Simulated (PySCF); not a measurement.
## Bismuth: a sound run and one with changed settings

Sound run: Bi²⁺ [Xe] 4f14 5d10 6s2 6p1, Bi³⁺ [Xe] 4f14 5d10 6s2. Calculation: PySCF 2.14, in cc-pVTZ-PP with ECP60MDF (5s4p3d1f, 39 functions); scalar relativity through the core potential. The sound run starts from symmetry-adapted Hartree-Fock orbitals and uses a fine grid where one is needed.

Changed run: 6 angular points. This setting is unsound on purpose.

```json
{"species": "Bi²⁺", "method": "UHF", "sound run (hartree)": "-212.72867", "changed run (hartree)": "-212.72867", "converged": "yes"}
{"species": "Bi²⁺", "method": "BP86", "sound run (hartree)": "-213.85988", "changed run (hartree)": "-215.25054", "converged": "yes"}
{"species": "Bi²⁺", "method": "B3LYP", "sound run (hartree)": "-213.78739", "changed run (hartree)": "-214.66300", "converged": "yes"}
{"species": "Bi³⁺", "method": "UHF", "sound run (hartree)": "-211.88286", "changed run (hartree)": "-211.88286", "converged": "yes"}
{"species": "Bi³⁺", "method": "BP86", "sound run (hartree)": "-212.98655", "changed run (hartree)": "-213.74336", "converged": "yes"}
{"species": "Bi³⁺", "method": "B3LYP", "sound run (hartree)": "-212.91449", "changed run (hartree)": "-213.39928", "converged": "yes"}
```

Ionisation energy of Bi²⁺:

| method | sound run (eV) | changed run (eV) |
| --- | --- | --- |
| UHF | 23.016 | 23.016 |

A coarse angular grid integrates products of high-l functions wrongly, so density functionals can shift, and the SCF can exploit the error; Hartree-Fock and MP2 need no grid.

For comparison, NIST gives 25.571 eV between the lowest levels.
